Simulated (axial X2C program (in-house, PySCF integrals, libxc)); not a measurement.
## What spin–orbit coupling does to NaW⁺

All values were computed with an in-house relativistic program for diatomic molecules. Spin-free means the one-electron spin-free X2C Hamiltonian; two-component (2c) means X2C with spin–orbit coupling and atomic mean-field two-electron Coulomb and Gaunt terms, so the difference of the two also holds small scalar two-electron terms. Basis: W dyall-cv3z [13s14p9d7f4g], Na dyall-cv3z [9s8p5d2f] (cores contracted in-house); Gaussian nuclei, density fitting, unrestricted open shells. Masses: W 183.951 u, Na 22.990 u.

Spin-free state: M_S = 3, Λ = 0 (beyond evenly filled blocks: 2 × σα, π+α, π-α, δ+α, δ-α); fragments W + Na+.

| level | Re (Å) | ωe (cm⁻¹) | μ (D) |
| --- | --- | --- | --- |
| HF | 3.262 | 118.7 | 9.17 |
| MP2 | 3.258 | 116.7 | n/a |
| CCSD | 3.264 | 116.6 | n/a |
| CCSD(T) | 3.267 | 116.1 | n/a |
| BHandHLYP | 3.194 | 121.2 | 9.20 |

Correlated methods: 6 electrons correlated (number of frozen shells: W 5 s, 4 p, 2 d, 1 f; Na 2 s, 1 p), 338 virtual spin orbitals or spinors in MP2, 46 natural virtuals in coupled cluster.

Dipoles are positive if Na is the positive end and refer to the centre of mass.

Two-component determinant lowest at the distance of the search:

Ω = 3 (⟨Sz⟩ = 2.98, ⟨Lz⟩ = 0.02 at HF); fragments W + Na+.

```
    level  Re (Å)  ωe (cm⁻¹)  μ (D)
       HF   3.262      118.6   9.18
      MP2   3.258      116.6    n/a
     CCSD   3.264      116.5    n/a
  CCSD(T)   3.267      116.0    n/a
BHandHLYP   3.188      125.7   9.09
```

Question: From the two tables, how do the constants change at the CCSD(T) level (2c against spin-free)?

Answer: At the CCSD(T) level Re is unchanged within 0.001 Å and ωe is unchanged to within 0.2 cm⁻¹.

The state is one determinant whose occupation by symmetry is held fixed; it was picked as the lowest of a PBE0 search that is not exhaustive. De is not given where an atomic determinant may have missed its ground term or J level, or where the truncated virtual space spoils (T). Density functionals use the spin component along the axis (collinear). CCSD and (T) use frozen natural virtuals with an MP2 correction for the truncation; (T) itself is uncorrected, so its De runs slightly low. The functionals have no current-density term, which raises determinants with orbital currents, atoms included. With several unpaired electrons one determinant need not be a pure state. Open-shell Ω = 0 determinants with evenly filled partner blocks cannot be reached by this program, so the Ω shown need not be the lowest component. With the outer-core shells frozen, correlated bond lengths of heavy atoms tend to come out a few hundredths of an ångström too long. Under one Hamiltonian the search converged a single determinant, so lower ones may well exist.
